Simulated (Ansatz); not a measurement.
Isolated molecules relaxed with PBE0-D4/def2-TZVP in Ansatz; ΔE leaves out vibrations. CCSD(T)/CBS is the MP2 limit (def2-TZVPP, def2-QZVPP) plus CCSD(T) − MP2 in def2-TZVPP, frozen cores. DFT in def2-TZVPP. B3LYP here is the variant with VWN-RPA as its local correlation; programs differ in this. For Se outer-core shells are correlated without core-valence functions, which leaves a few kJ/mol of doubt a bond. Scalar relativity is left out up to krypton. One conformer a species, not always the lowest.

`[SiH3][NH][AlH][SeH]` + `F[SiH2]P` → `F[SiH2]P[SiH3]` + `[NH2][AlH][SeH]`  (ligand exchange at the Si–N bond)

```tsv
level	ΔE (kcal/mol)	difference from CCSD(T)/CBS
B3LYP-D4	6.6	0.2
ωB97M-V	6.7	0.3
PBE	3.2	-3.2
r2SCAN	5.1	-1.3
HF/def2-TZVPP	9.7	3.3
MP2/def2-TZVPP	7.1	0.7
SCS-MP2/def2-TZVPP	8.1	1.7
HF/def2-QZVPP	10.0	3.6
MP2/CBS(def2)	6.4	0.0
CCSD/CBS(def2)	6.9	0.5
CCSD(T)/CBS	6.4	0
```

Largest T1 diagnostic among the species: 0.013.

From PBE to PBE0 (25 % exact exchange), in def2-TZVPP and without D4, ΔE moves by +0.9 kcal/mol. In def2-TZVPP, CCSD(T) changes the Hartree–Fock value by −2.6 kcal/mol (the triples alone add −0.5 kcal/mol) and MP2 by −2.7 kcal/mol.
